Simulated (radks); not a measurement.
Numerical settings for neutral barium, [Xe] 6s2. Method: non-relativistic Kohn-Sham, TPSS, spin-polarised, spherical densities, point nucleus; meta-GGA in the generalised Kohn-Sham scheme; relativity is left out, which matters for an element this heavy; computed with a radial shooting solver on a logarithmic mesh with Libxc functionals. The defaults (mesh step 0.008 in ln r, mesh end at 40 bohr or more with all orbitals vanishing there, Anderson mixing 0.5 over 9 steps, residual threshold near 1e-9 with the energy settled to 1e-9 hartree or 1e-11 of itself, here a cap of 83 iterations) give E = -7885.904 hartree and 6s at -3.128 eV in 11 iterations. Run on one thread of a shared host, so times are rough (Arm Neoverse V1): 0.23 s of CPU time, 0.23 s wall, 11 iterations on 2728 mesh points. Changes against that run (0 stands for a change within the tolerance of the run):

mesh step in ln r 0.003: iterations 11; converged yes; E (mhartree) 0; e(6s) (meV) +0.00273; CPU (s) 0.57
mesh step in ln r 0.05: iterations 11; converged yes; E (mhartree) -0.787; e(6s) (meV) +0.0829; CPU (s) 0.05
mesh step in ln r 0.2: iterations 2; converged no; E (mhartree) diverged; CPU (s) 0.01
mesh end (bohr) 5: iterations 9; converged level above zero; E (mhartree) +536; e(6s) (meV) +9.6e+03; CPU (s) 0.15
mesh end (bohr) 2: iterations 9; converged level above zero; E (mhartree) +3.26e+04; e(6s) (meV) +2.7e+05; CPU (s) 0.14
residual threshold 0.001: iterations 8; converged yes; E (mhartree) 0; e(6s) (meV) +3.48; CPU (s) 0.18
residual threshold 1e-16: iterations 83; converged no; E (mhartree) 0; e(6s) (meV) -0.00791; CPU (s) 0.89
mixing 0.01: iterations 17; converged yes; E (mhartree) 0; e(6s) (meV) 0; CPU (s) 0.32
linear mixing, mixing 0.05: iterations 83; converged no; E (mhartree) +0.0238; e(6s) (meV) -16.2; CPU (s) 1.3
linear mixing, mixing 0.2: iterations 63; converged yes; E (mhartree) 0; e(6s) (meV) +0.017; CPU (s) 0.92
mixing history 20: iterations 11; converged yes; E (mhartree) 0; e(6s) (meV) 0; CPU (s) 0.22
iteration cap 3: iterations 3; converged no; E (mhartree) +2.36; e(6s) (meV) -208; CPU (s) 0.08

Settled on a wrong energy, with an occupied level pushed above zero by the early mesh end: mesh end (bohr) 5 (+0.536 hartree); mesh end (bohr) 2 (+32.6 hartree). Apart from these: no run marked as converged misses the energy by more than 1 mhartree. A mesh that ends early acts as a hard wall.
